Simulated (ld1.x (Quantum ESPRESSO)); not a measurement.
What the settings do to the TM potential of magnesium (Mg)

Base potential:

- Element: magnesium (Mg)
- Generator: ld1.x (Quantum ESPRESSO) 7.5
- Type: norm-conserving Troullier–Martins (Kleinman–Bylander form)
- Functional: PBE
- Relativity: scalar-relativistic
- Frozen core: [Ne]
- Valence charge: 2
- Reference configuration: 3s2 3p0
- Partial waves: 3s (bound): rc 2.35 bohr; 3p (bound, empty): rc 2.70 bohr; 3d channel at 0.05 Ry: rc 2.65 bohr
- Local potential: the d channel
- Core correction: Bessel-smoothed model core, default radius (core density twice the valence density)

Cutoffs, loose and tight: the cutoffs (Ry, on a coarse ladder) from which the occupation-weighted sum of valence levels, in a spherical-Bessel basis at the reference potential, stays within 10 and 1 mRy of its value at 400 Ry. They do not see the model core or the augmentation charge, which bear on the density cutoff. Test errors are all-electron minus pseudo excitation energies from the reference, over the configurations 3s1 3p0; 3s1.5 3p0; 3s1 3p1; 3s0 3p2; 3s0 3p1. A dash means not determined; rows that change the core or the reference have their own tests.

A true bound ghost makes a file unfit for plane-wave use even where its test errors are small: the radial tests pick states by their node count and pass the ghost by.

The default core radius of the base comes out at 1.57 bohr.

```csv
change,outcome,"cutoff, loose","cutoff, tight",bound ghosts,largest test error (meV)
base,generated,6 Ry,18 Ry,none,-8.7
"type ultrasoft; waves now 3s (bound): rcut 2.05, rcutus 2.35 bohr; 3s channel at 2.85 Ry: rcut 2.05, rcutus 2.35 bohr; 3p (bound): rcut 2.35, rcutus 2.70 bohr; 3p channel at 3.05 Ry: rcut 2.35, rcutus 2.70 bohr; 3d channel at 0.05 Ry: rcut 2.30, rcutus 2.65 bohr; local potential all-electron potential smoothed inside 2.05 bohr (lloc = -1); augmentation PSQ, inside the norm-conserving radii",generated,6 Ry,6 Ry,none,-6.2
wave 3d channel at 0.05 Ry: rc 2.65 bohr becomes 3d channel at 0.05 Ry: rc 3.36 bohr,generated,6 Ry,18 Ry,none,-9.0
reference 3s1 3p1,generated,6 Ry,10 Ry,none,-2.2
functional PW91,generated,6 Ry,18 Ry,none,-12
core correction Bessel-smoothed model core inside 1.28 bohr,generated,6 Ry,18 Ry,none,-11
"type ultrasoft; waves now 3s (bound): rcut 2.05, rcutus 2.35 bohr; 3s channel at 0.65 Ry: rcut 2.05, rcutus 2.35 bohr; 3p (bound): rcut 2.35, rcutus 2.70 bohr; 3p channel at 0.65 Ry: rcut 2.35, rcutus 2.70 bohr; 3d channel at 0.05 Ry: rcut 2.30, rcutus 2.65 bohr; 3d channel at 2.9 Ry: rcut 2.30, rcutus 2.65 bohr; local potential all-electron potential smoothed inside 2.65 bohr (lloc = -2); augmentation PSQ, inside the norm-conserving radii",generated,6 Ry,6 Ry,none,-7.1
local potential all-electron potential smoothed inside 2.20 bohr (lloc = -1),generated,6 Ry,18 Ry,none,-9.1
```

Q: What comes out with this change to the base: wave 3p (bound): rc 2.70 bohr becomes 3p (bound): rc 3.48 bohr?

A: outcome: generated; cutoff, loose: 6 Ry; cutoff, tight: 18 Ry; bound ghosts: none; largest test error (meV): -5.7.

Q: What comes out with this change to the base: wave 3d channel at 0.05 Ry: rc 2.65 bohr becomes 3d channel at 3.4 Ry: rc 2.65 bohr?

A: outcome: generated; cutoff, loose: 8 Ry; cutoff, tight: 21 Ry; bound ghosts: s, p; largest test error (meV): 5 of 5 tests not solved or not reliable.

Q: What comes out with this change to the base: wave 3s (bound): rc 2.35 bohr becomes 3s (bound): rc 2.62 bohr?

A: outcome: generated; cutoff, loose: 6 Ry; cutoff, tight: 15 Ry; bound ghosts: none; largest test error (meV): -16.
